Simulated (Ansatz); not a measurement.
C$_{2}$H$_{5}$ClSi, SMILES `[SiH3]/C=C/Cl`. Total charge 0; spin multiplicity 1.

```xyz
9

Si   -0.958   -0.615   -0.729
C     0.127   -0.061    0.673
C     1.112    0.804    0.478
Cl    2.161    1.368    1.723
H    -0.511    0.066   -1.973
H    -0.868   -2.088   -0.909
H    -2.379   -0.270   -0.458
H    -0.035   -0.444    1.678
H     1.351    1.241   -0.485
```

(1) Give the diagnostics of a CCSD(T)/def2-TZVPP run (frozen core, Ansatz). (Estimate.)

Answers

(1) Ansatz gave: T1 = 0.0113, largest single amplitude 0.018, largest double 0.083, (T) share of the correlation energy 4.3 %, 9 CCSD cycles. The RHF solution is stable towards an unrestricted one. T1 lies under the customary mark of 0.02 for closed shells.
